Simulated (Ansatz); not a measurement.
Ansatz (a program for electronic structure) input:

Ansatz 0.2 input:
```yaml
crystal:
  periodic: [false, false, false]
  atoms:
    - {symbol: Zn, position_ang: [0.00000000, 0.00000000, 0.00000000]}
    - {symbol: H, position_ang: [-0.00000000, -0.00000000, -1.54404455]}
    - {symbol: H, position_ang: [0.00000000, 0.00000000, 1.54404455]}
basis:
  gaussian:
    orbitals: def2-SVPD
total_charge: 1
magnetization: {spin_polarized: true, initial_magnetization: 1}
correlation: {method: ccsd_t, electrons: outside_noble_gas}
```

Problem. Which total energy does the run end on?

Solution. -1778.62671 Eh (CCSD(T)/def2-SVPD). The basis has 50 functions.

This state (charge 1, doublet) is run at the relaxed geometry of the species with charge 0 and multiplicity 1.

The program attaches cautions to this result: other roots.

The determinant is spin-contaminated: <S^2> is 0.87 against 0.75 for a pure state.
